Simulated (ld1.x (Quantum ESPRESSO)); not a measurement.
**PBE PAW dataset for O (Z = 8), scalar-relativistic all-electron reference.**

| Quantity | Value |
| --- | --- |
| Element | oxygen |
| Generator | ld1.x (Quantum ESPRESSO) 7.5 |
| Type | PAW |
| Functional | PBE |
| Relativity | scalar-relativistic |
| Frozen core | [He] |
| Valence charge | 6 |
| Reference configuration | 2s1.5 2p4.5 |
| Partial waves | 2s (bound): rcut 0.95, rcutus 1.05 bohr; 2s channel at 0.05 Ry: rcut 0.95, rcutus 1.05 bohr; 2p (bound): rcut 1.85, rcutus 2.10 bohr; 2p channel at -0.3 Ry: rcut 1.85, rcutus 2.10 bohr; 3d channel at 0.1 Ry: rcut 1.40, rcutus 1.65 bohr; 3d channel at 0.45 Ry: rcut 1.40, rcutus 1.65 bohr |
| Local potential | all-electron potential smoothed inside 1.25 bohr (lloc = -1) |
| Core correction | Bessel-smoothed model core inside 1.10 bohr |
| Augmentation charge | PSQ, inside the norm-conserving radii |

All-electron outer shells of the reference configuration (PBE, scalar-relativistic, ld1.x):

```
shell  level (eV)  outermost node (bohr)  outermost maximum (bohr)
   1s     -515.06                      –                      0.13
   2s      -24.20                   0.28                      0.87
   2p       -9.25                      –                      0.82
```

(1) Estimate the cutoffs (Ry, on a coarse ladder) from which the occupation-weighted sum of valence levels, in a spherical-Bessel basis at the reference potential, stays within 10 and 1 mRy of its value at 400 Ry.

(2) Does the potential have ghost states?

(3) Is the overlap operator S = 1 + Σ q|β⟩⟨β| positive definite (Bessel basis up to 400 Ry)?

(4) Which valence shell sets the plane-wave cutoff?

(5) Tests: 2s2 2p4; 2s2 2p3; 2s2 2p2; 2s1 2p4; 2s0 2p6; 2s2 2p3.5; 2s1 2p5. Which has the largest error in its energy relative to the reference configuration, and how large is it?

Results:

(1) 21 Ry and 40 Ry.

(2) No extra level below or beside the all-electron valence levels (s, p, d, f tested).

(3) Yes: its lowest eigenvalue is 0.57 (s channel).

(4) 2s: its level needs 35 Ry to come within 1 mRy, against 18 Ry for 2p.

(5) 2s2 2p2, with -97 meV (all-electron minus pseudo) on +42.55 eV.
